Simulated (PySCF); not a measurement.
**Partial charges of `O=C(O)Cc1ccc(F)cc1`**

Compound: C₈H₇FO₂.
Z-matrix (Å and degrees, PBE0-D3(BJ)/def2-SVP geometry), rows numbered from 1:
```
O 
C   1  1.1998
O   2  1.3411  1  122.89
C   2  1.5124  1  126.08  3  -179.38
C   4  1.4993  2  113.38  1    -5.37
C   5  1.3979  4  120.83  2   -89.85
C   6  1.3922  5  121.25  4   178.04
C   7  1.3891  6  118.80  5    -0.10
F   8  1.3322  7  119.44  6  -179.94
C   8  1.3891  7  121.41  6     0.19
C  10  1.3916  8  118.93  7    -0.20
H   3  0.9696  2  106.40  1    -0.36
H   4  1.1025  2  106.69  1   117.65
H   4  1.1013  2  107.56  1  -129.64
H   6  1.0933  5  119.58  4    -1.76
H   7  1.0914  6  121.74  5   179.95
H  10  1.0913  8  119.33  7   179.87
H  11  1.0931  5  119.61  4     1.66
```

Density: PBE0/pcSseg-1 (PySCF); schemes: Mulliken, IAO, Hirshfeld and ESP-fitted. Geometry: PBE0-D3(BJ)/def2-SVP, one conformer, isolated molecule.

Task: Atoms with like bonding are taken together and averaged. Which atoms carry the lowest charge in the Mulliken, IAO, Hirshfeld and ESP-fitted schemes?

Result: The schemes don't all agree: Mulliken O1 (-0.388); IAO O3 (-0.486); Hirshfeld O1 (-0.269); ESP-fitted O3 (-0.610).

Task: For which atoms does the sign change between the 4 schemes (beyond +0.03 e in one, beyond −0.03 e in another)?

Result: For none.

Task: Tabulate the Mulliken, IAO, Hirshfeld and ESP-fitted charges.

Result: In e; atoms taken as equivalent share a row and are averaged (×n: the atom named and its like, n in all):

```tsv
atom	environment	Mulliken	IAO	Hirshfeld	ESP-fitted
O1	acid carbonyl oxygen	-0.388	-0.454	-0.269	-0.528
C2	carboxylic acid carbon	+0.449	+0.534	+0.214	+0.729
O3	acid hydroxyl oxygen	-0.362	-0.486	-0.175	-0.610
C4	sp3 carbon next to a carbonyl	-0.171	-0.316	-0.074	-0.221
C5	substituted aromatic carbon	-0.251	-0.002	-0.004	-0.043
C6/C11	aromatic CH carbon	+0.004	-0.138	-0.043	-0.110
C7/C10	aromatic CH carbon	-0.150	-0.190	-0.066	-0.332
C8	aromatic C–F carbon	+0.333	+0.297	+0.088	+0.416
F9	aryl fluorine	-0.274	-0.263	-0.080	-0.206
H12	acid proton	+0.239	+0.373	+0.184	+0.423
H13/H14	methylene hydrogen	+0.164	+0.169	+0.056	+0.113
H15/H18	aromatic hydrogen	+0.080	+0.151	+0.053	+0.156
H16/H17	aromatic hydrogen	+0.114	+0.167	+0.057	+0.192
```

Mean size of the charges over all atoms: ESP-fitted 0.277 e, IAO 0.242 e, Mulliken 0.194 e, Hirshfeld 0.091 e. Each set sums to the total charge, 0, to within 0.001 e. The IAO scheme counts the electrons in orthogonalised intrinsic atomic orbitals, a minimal basis polarised so that it spans the occupied orbitals exactly.

Task: Sum the charges by element, for elements with more than one atom.

Result: 
| element | atoms | Mulliken | IAO | Hirshfeld | ESP-fitted |
| --- | --- | --- | --- | --- | --- |
| O | 2 | -0.749 | -0.941 | -0.444 | -1.138 |
| C | 8 | +0.067 | -0.142 | +0.008 | -0.002 |
| H | 7 | +0.956 | +1.346 | +0.516 | +1.346 |

Task: How many electrons does the Mulliken scheme count on C4?

Result: Z − q = 6 − (-0.171) = 6.171.

Task: How closely do the schemes follow one another over all atoms?

Result: Correlation coefficient and root-mean-square difference: IAO with ESP-fitted 0.98, 0.088 e; IAO with Hirshfeld 0.97, 0.170 e; Hirshfeld with ESP-fitted 0.96, 0.229 e; Mulliken with ESP-fitted 0.94, 0.144 e; Mulliken with IAO 0.94, 0.102 e; Mulliken with Hirshfeld 0.92, 0.134 e.
